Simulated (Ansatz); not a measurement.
Input file for Ansatz (an electronic-structure program): R-PBE/def2-TZVPP on C2H5BO (SMILES C=CBO), a point of a torsion scan.

Ansatz 0.2 input:
```yaml
crystal:
  periodic: [false, false, false]
  atoms:
    - {symbol: C, position_ang: [-1.39418838, 0.44162905, -0.09122446]}
    - {symbol: C, position_ang: [-0.38094098, -0.18988384, 0.48468964]}
    - {symbol: B, position_ang: [0.95035551, -0.61393035, -0.23920189]}
    - {symbol: O, position_ang: [2.14381309, -0.17048430, 0.15463848]}
    - {symbol: H, position_ang: [-1.39317191, 0.65504553, -1.14831227]}
    - {symbol: H, position_ang: [-2.26593862, 0.77265543, 0.45322903]}
    - {symbol: H, position_ang: [-0.44078839, -0.35245495, 1.55883994]}
    - {symbol: H, position_ang: [0.95913779, -1.31210990, -1.18304236]}
    - {symbol: H, position_ang: [2.16462995, 0.41012589, 0.91782477]}
basis:
  gaussian:
    orbitals: def2-TZVPP
hamiltonian:
  xc: {name: PBE}
scf: {lower_state_search: off}
```

Program output:

```
WARN ansatz: RAYON_NUM_THREADS=1 ignored (pool sized by the plan → 1); use --threads N
Functional definition: PBE
these checks for a lower state are left out or cut short: stability, starts, cluster_reference, orbital_swaps, neighbouring_geometries, increment
integrals: 0.08 GiB planned
975 factors; their error is unknown
mean field: 0.71 GiB planned
mean field evaluation 1: about -4862.7835 eV, gradient 7.6e1 eV
mean field evaluation 2: about -4839.9909 eV, gradient 1.3e2 eV
mean field evaluation 4: about -4874.6529 eV, gradient 1.1e1 eV
mean field evaluation 8: about -4874.9198 eV, gradient 5.5e-2 eV
mean field evaluation 16: about -4874.9012 eV, gradient 2.4e-5 eV
mean field -4874.90115123 eV, -179.1493129811 hartree, gradient 1.9e-6 eV, S^2 0.000000; 0 other end points of the search recorded, 0 dependent functions left out
reference -4874.90119234 eV, -179.1493144916 hartree; 15, 15 occupied and 179, 179 virtual orbitals, 975 factors
Total energy: -4874.90119234 eV, -179.1493144916 hartree
Checks for a lower state left out: stability, starts, cluster_reference, orbital_swaps, neighbouring_geometries, increment
```

Self-consistency was reached.

Cost: roughly 2.7 core-seconds.
